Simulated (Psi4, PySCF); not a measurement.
Psi4 was given this input:
```
memory 2 GB

molecule {
1 1
  Nb    0.00000000    0.00000000    0.00000000
  F     1.17246974    0.82655382   -1.02271078
  F     0.84174568   -1.10525698    1.08336747
  F    -1.12257521   -0.90821621   -1.00934735
  F    -0.89164022    1.18691937    0.94869067
}

set basis def2-svp
set scf_type pk
set puream true
set d_convergence 1e-8
set dft_radial_points 99
set dft_spherical_points 590

energy('bhhlyp')
print_variables()
```

Task: Give the equivalent PySCF input.

Result: This is not unique; one that fits is 
```python
from pyscf import gto, scf, dft

mol = gto.Mole()
mol.atom = '''
    Nb    0.00000000    0.00000000    0.00000000
    F     1.17246974    0.82655382   -1.02271078
    F     0.84174568   -1.10525698    1.08336747
    F    -1.12257521   -0.90821621   -1.00934735
    F    -0.89164022    1.18691937    0.94869067
'''
mol.basis = 'def2-svp'
mol.ecp = {'Nb': 'def2-svp'}
mol.charge = 1
mol.verbose = 4
mol.build()

mf = dft.RKS(mol)
mf.xc = 'bhandhlyp'
mf.grids.atom_grid = (99, 590)
mf.grids.prune = None
mf.kernel()
```

Both were run: Psi4 gave -455.688405 Eh and PySCF -455.688399 Eh, 0.006 mEh apart.
